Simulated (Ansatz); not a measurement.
Reaction (formal exchange of groups at the Si–C bond): `[SiH3]C(Cl)Br` + `CC(O)F` → `CC(O)[SiH3]` + `FC(Cl)Br`

Isolated molecules relaxed with PBE0-D4/def2-TZVP in Ansatz; ΔE leaves out vibrations. CCSD(T)/CBS is the MP2 limit (def2-TZVPP, def2-QZVPP) plus CCSD(T) − MP2 in def2-TZVPP, frozen cores. Functionals use def2-TZVPP. B3LYP here is the variant with VWN-RPA as its local correlation; programs differ in this. For Br outer-core shells are correlated without core-valence functions, which leaves a few kJ/mol of doubt a bond. Scalar relativity is left out up to krypton. Each species was taken in one conformer, which may not be the lowest.

```csv
level,ΔE (kJ/mol)
PBE-D4,60.6
B3LYP-D4,66.2
ωB97X-V,67.9
r2SCAN,66.2
SCS-MP2/def2-TZVPP,73.2
CCSD/def2-TZVPP,72.4
CCSD(T)/def2-TZVPP,71.4
SCS-MP2/def2-QZVPP,73.8
```

(1) What does CCSD(T)/CBS give? (Estimate.)

Largest T1 diagnostic among the species: 0.011.

Results:

(1) The calculation gave: +72.6 kJ/mol. The listed levels differ from it by -12.0, -6.4, -4.7, -6.4, 0.6, -0.2, -1.2, 1.2 kJ/mol.

In def2-TZVPP, CCSD(T) changes the Hartree–Fock value by −7.7 kJ/mol (the triples alone add −1.0 kJ/mol) and MP2 by −5.0 kJ/mol. From PBE to PBE0 (25 % exact exchange), in def2-TZVPP and without D4, ΔE moves by +5.8 kJ/mol.
